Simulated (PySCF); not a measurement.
# Electron correlation in Sb (antimony, neutral)

[Kr] 4d10 5s2 5p3, high-spin 4S determinant. Calculation: PySCF 2.14, in aug-cc-pwCVTZ-DK3; scalar relativity by spin-free X2C-1e. Frozen: [Kr] 4d10; 5 electrons correlated.

MP2 pair energies summed by pair of shells (mhartree):

```csv
pair,energy,share (%)
5s-5p,-41.18,65.2
5p-5p,-13.21,20.9
5s-5s,-8.75,13.9
```

Total MP2 correlation energy: -63.13 mhartree.

Same-spin part -16.70 and opposite-spin part -46.43 mhartree; SCS-MP2 scales them by 1/3 and 6/5 to -61.29 mhartree.
